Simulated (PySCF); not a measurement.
Worked example: chemical shift, span and skew from a shielding tensor

Cl₂GaH₃N, SMILES [NH3]->[Ga+]([Cl])[Cl] (connectivity only; charge and spin as stated), charge +1, multiplicity 1. Atoms are numbered in the order given.

```xyz
7

Ga    -0.0004    -0.0348    -0.0094
Cl     1.4010     0.9913    -1.1775
Cl    -1.4043     0.3206     1.5022
N      0.0073    -2.0109    -0.4935
H     -0.5597    -2.1988    -1.3325
H     -0.3790    -2.5940     0.2613
H      0.9552    -2.3534    -0.7023
```
Charge +1, spin multiplicity 1.

Geometry optimised at B3LYP-D3(BJ)/def2-SVP. The spin state was assumed, not searched. The isomer is the one that the SMILES or the coordinates give; other isomers of the formula were not compared.

GIAO shieldings from HF/pcSseg-1 (PySCF), non-relativistic, no solvent. The symmetric part of the tensor of N4 has the principal values 225.3, 237.2, 243.0 ppm. The same nucleus in NH3 has σ = 267.3 ppm at this level (PySCF, at its B3LYP-D3(BJ)/def2-TZVP geometry). Without spin–orbit terms, shifts of atoms bonded to Cl or Br come out too high.

Problem. Work out the isotropic shielding, the ¹⁵N shift against NH3, the span and the skew.

Solution. 
σ(iso) = (σ11 + σ22 + σ33)/3 = 235.2 ppm. δ = σ(ref) − σ(iso) = 267.3 − (235.2) = 32.1 ppm.
Span Ω = σ33 − σ11 = 17.7 ppm. Skew κ = 3(σ(iso) − σ22)/Ω = -0.34. Tumbling in solution averages the tensor to δ; in a static solid the shielding alone would spread this spin-1/2 line over Ω.
